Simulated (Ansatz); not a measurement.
Consider the redistribution: `[F][Al]([SH])[Br]` + `[CH3][Zr]([OH])([F])[F]` → `[CH3][Al]([F])[SH]` + `[OH][Zr]([F])([F])[Br]`.

Gas-phase electronic energies from Ansatz, PBE0-D4/def2-TZVP geometries. CBS: MP2 limit from def2 TZ/QZ plus the TZ coupled-cluster correction, frozen cores. DFT in def2-TZVPP. B3LYP here is the variant with VWN-RPA as its local correlation; programs differ in this. HSE06 is defined as in plane-wave codes. def2 core potentials past Kr. For Br, Zr outer-core shells are correlated without core-valence functions, which leaves a few kJ/mol of doubt a bond. Scalar relativity is left out up to krypton. Each species was taken in one conformer, which may not be the lowest.

`[F][Al]([SH])[Br]`:

Cartesian coordinates in Å:
```
F 0.882 -1.536 -1.288
Al 0.164 -0.529 -0.214
S 0.258 1.592 -0.592
Br -0.865 -1.393 1.570
H -0.439 1.866 0.525
```

`[CH3][Zr]([OH])([F])[F]`:

Z-matrix (Å, degrees):
```
C
Zr 1 2.214
H 1 1.096 2 110.7
H 1 1.096 2 111.3 3 -119.9
H 1 1.096 2 111.3 3 119.9
O 2 1.905 1 105.7 3 179.9
F 2 1.908 1 106.6 3 -59.9
F 2 1.908 1 106.6 3 59.8
H 6 0.953 2 169.7 1 -179.9
```

`[CH3][Al]([F])[SH]`:

Cartesian coordinates in Å:
```
C -0.504 -0.544 0.899
Al 0.758 -0.060 -0.484
F 2.162 -0.909 -0.656
S 0.518 1.564 -1.913
H -1.376 0.114 0.920
H -0.856 -1.569 0.752
H -0.027 -0.508 1.882
H -0.675 1.913 -1.400
```

`[OH][Zr]([F])([F])[Br]`:

Cartesian coordinates in Å:
```
O 1.140 -0.884 -0.187
Zr -0.405 0.167 0.093
F -1.813 -0.493 -0.990
F -0.925 0.036 1.911
Br 0.069 2.565 -0.489
H 1.934 -1.390 -0.338
```

| level | ΔE (kcal/mol) | difference from CCSD(T)/CBS |
| --- | --- | --- |
| LDA (SPW92) | -14.4 | -2.1 |
| PBE-D4 | -13.5 | -1.2 |
| revPBE-D4 | -13.1 | -0.8 |
| r2SCAN-D4 | -13.7 | -1.4 |
| B97M-V | -14.1 | -1.8 |
| PBE0-D4 | -13.4 | -1.1 |
| B3LYP-D4 | -13.5 | -1.2 |
| r2SCANh-D4 | -13.6 | -1.3 |
| r2SCAN0-D4 | -13.5 | -1.2 |
| HSE06-D4 | -13.4 | -1.1 |
| BHLYP-D4 | -13.4 | -1.1 |
| CAM-B3LYP-D4 | -13.7 | -1.4 |
| ωB97M-V | -13.3 | -1.0 |
| B2PLYP | -14.0 | -1.7 |
| PBE-QIDH | -13.7 | -1.4 |
| PBE | -13.7 | -1.4 |
| revPBE | -13.5 | -1.2 |
| BLYP | -13.9 | -1.6 |
| r2SCAN | -13.8 | -1.5 |
| PBE0 | -13.6 | -1.3 |
| B3LYP | -13.8 | -1.5 |
| r2SCANh | -13.6 | -1.3 |
| r2SCAN0 | -13.5 | -1.2 |
| HSE06 | -13.5 | -1.2 |
| BHLYP | -13.7 | -1.4 |
| CAM-B3LYP | -13.9 | -1.6 |
| LC-ωPBE | -13.6 | -1.3 |
| HF/def2-SVP | -13.9 | -1.6 |
| MP2/def2-SVP | -14.4 | -2.1 |
| CCSD/def2-SVP | -13.3 | -1.0 |
| CCSD(T)/def2-SVP | -13.9 | -1.6 |
| HF/def2-TZVPP | -13.7 | -1.4 |
| SCS-MP2/def2-TZVPP | -13.3 | -1.0 |
| CCSD/def2-TZVPP | -12.9 | -0.6 |
| CCSD(T)/def2-TZVPP | -13.3 | -1.0 |
| HF/def2-QZVPP | -13.8 | -1.5 |
| MP2/def2-QZVPP | -13.1 | -0.8 |
| SCS-MP2/def2-QZVPP | -12.7 | -0.4 |
| MP2/CBS(def2) | -12.6 | -0.3 |
| CCSD/CBS(def2) | -11.9 | 0.4 |
| CCSD(T)/CBS | -12.3 | 0 |

Largest T1 diagnostic among the species: 0.017.

Leaving LDA and LC-ωPBE aside and taking each functional with its dispersion term where it has one, the values spread over 1.0 kcal/mol, from B97M-V to revPBE-D4. At CCSD(T), def2-SVP lies −1.6 kcal/mol from the extrapolated value and def2-TZVPP −1.0 kcal/mol.
